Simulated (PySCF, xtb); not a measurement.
Se(Br)(GeH3) (BrGeH3Se), SMILES [GeH3][Se]Br.

GFN2-xTB run with xtb 6.7.1 at its own geometry gives an orbital gap of 2.66 eV and a dipole moment of 4.97 D.

Coordinates come from a ωB97X-D3(BJ)/def2-SVP optimisation. The structure was generated by enumeration, and PubChem lists no compound with its InChIKey, so it may never have been made.

Question: What does PBE/def2-TZVPD in PySCF give? (An estimate is asked for; the answer gives what the named calculation found.)

Answer: gap 2.25 eV (levels -5.70 and -3.45 eV), dipole 1.61 D.
